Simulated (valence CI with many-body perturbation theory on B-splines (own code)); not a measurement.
**Which ion has this spectrum?**

A relativistic CI+MBPT calculation for an atom or ion with 41 electrons gives these levels (cm⁻¹):

```
   J  Parity       E     g
 5/2    even     0.0  1.39
 5/2    even   93476  1.33
 7/2    even  130015  1.16
 3/2    even  133829  1.20
11/2    even  137523  1.12
 9/2    even  149107  1.14
 5/2    even  156576  1.14
 1/2    even  163124  1.81
 7/2    even  172088  1.09
 3/2    even  213209  0.79
 5/2    even  223129  1.27
 7/2    even  245061  1.22
11/2    even  250212  1.08
 9/2    even  255123  1.15
```

The energies are calculated, and their last digits are not significant.

(1) Which is it?
A. Os35+
B. Lu30+
C. Ta32+
D. Re34+

Results:

(1) C. Ta32+, ground level (4d3/2^4 4d5/2) J=5/2.
